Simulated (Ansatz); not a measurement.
GeH5NOSi (`[NH2][Ge][O][SiH3]`), relaxed with RKS PBE-D4/def2-SVP in the Gaussian-basis code of Ansatz from a rough embedded geometry. The force threshold is 0.03 eV/Å; the program also tests the step.

Total charge 0; spin multiplicity 1.

Start:

```xyz
9

N     0.636   -2.017   -0.696
Ge    1.466   -0.488   -0.198
O     0.509    0.261    1.115
Si   -0.422    1.411    0.363
H    -0.350   -1.781   -1.051
H     0.487   -2.643    0.090
H    -1.378    0.719   -0.574
H    -1.259    2.095    1.362
H     0.311    2.443   -0.411
```

```
         step  energy (eV)  largest force (eV/Å)  largest move (Å)
            1  -67985.9396                 2.357             0.000
            2  -67986.2965                 0.943             0.142
            3  -67986.4111                 0.790             0.195
            4  -67986.5047                 0.822             0.194
            5  -67986.6270                 1.115             0.195
            6  -67986.7551                 1.318             0.195
            7  -67986.9156                 0.623             0.200
            8  -67987.0297                 0.718             0.200
            9  -67987.1060                 0.666             0.200
           10  -67987.1720                 0.438             0.200
           11  -67987.2154                 0.382             0.200
           12  -67987.2552                 0.138             0.200
           13  -67987.2766                 0.221             0.200
           14  -67987.2829                 0.353             0.192
           15  -67987.2967                 0.123             0.101
16 (rejected)  -67987.2860                 0.321             0.107
           17  -67987.2982                 0.010             0.034
```

End:

```xyz
9

N     0.738   -2.295   -0.490
Ge    1.373   -0.583   -0.628
O    -0.138    0.150    0.110
Si   -0.636    1.721    0.402
H     1.255   -3.125   -0.790
H    -0.185   -2.509   -0.097
H    -1.940    1.981   -0.303
H    -0.845    1.931    1.879
H     0.378    2.729   -0.084
```

Hardware: 4 threads of an Arm Neoverse V2 on a shared host. Wall time 16 s, peak host memory 0.15 GiB.
